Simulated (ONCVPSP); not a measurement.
**Potentials for Ni compared**

Generated with ld1.x 7.5 (TM, RRKJ, ultrasoft, PAW), atompaw 4.2 or ONCVPSP 4.0.1. The cutoff is in Ry: for ld1.x and atompaw files where the sum of valence levels is converged to 10 mRy in a Bessel basis, for ONCV files where the hardest occupied wave has 1 mHa per electron of residual kinetic energy. The error is the largest all-electron minus pseudo excitation energy over each file’s own four to seven test configurations (ionisations up to +4, promotions, holes and added fractions of an electron), all of which were solved. The labels leave out finer settings (local radius, basis sizes, second energies), which also bear on the numbers. Spin-polarised tests are not counted. The rows are a selection from randomly drawn settings: files with unsolved tests, undetermined cutoffs or missed reference levels are left out.

A true bound ghost makes a file unfit for plane-wave use even where its test errors are small: the radial tests pick states by their node count and pass the ghost by.

```tsv
potential	cutoff (Ry)	largest error (meV)	bound ghosts
ONCV, PBEsol, fully relativistic, rc 1.20/0.90/0.80 (spd), local smoothed, core correction yes, reference 3s2 3p6 3d8 4s2, qcut 9/14.4/10.6, projectors 2/1/2	957	+25	none
ONCV, PBE, scalar-relativistic, rc 1.20/0.70/1.35 (spd), local smoothed, core correction yes, reference 3s2 3p6 3d8 4s2, qcut 10.5/12.7/9.9, projectors 2/1/2	139	+25	none
ONCV, PBE, scalar-relativistic, rc 1.15/0.70/1.25/1.15 (spdf), local smoothed, core correction yes, reference 3s2 3p6 3d8 4s2, qcut 13.8/13.4/15/10.9, projectors 2/3/2/2	164	-33	p
```

Fill in the row for Ni: ONCV, LDA (Perdew-Zunger), scalar-relativistic, rc 1.60/0.70/1.35/1.60 (spdf), local smoothed, core correction yes, reference 3p6 3d8 4s1.5, qcut 4.1/12/12.3/6.4, projectors 2/2/3/2.

cutoff 161 Ry, largest error -61 meV, bound ghosts: s, f.

Fill in the row for Ni: ONCV, PBE, scalar-relativistic, rc 1.05/0.95/1.05/1.15 (spdf), local smoothed, core correction no, reference 3s2 3p6 3d8 4s2, qcut 11.8/14.1/17.8/10.3, projectors 2/2/2/2.

cutoff 202 Ry, largest error -9.6 meV, bound ghosts: none.

Fill in the row for Ni: ONCV, LDA (Perdew-Wang 92), fully relativistic, rc 1.20/0.95/0.80 (spd), local smoothed, core correction no, reference 3s2 3p6 3d8 4s2, qcut 7.5/11.2/13.6, projectors 2/1/2.

cutoff 912 Ry, largest error +38 meV, bound ghosts: none.
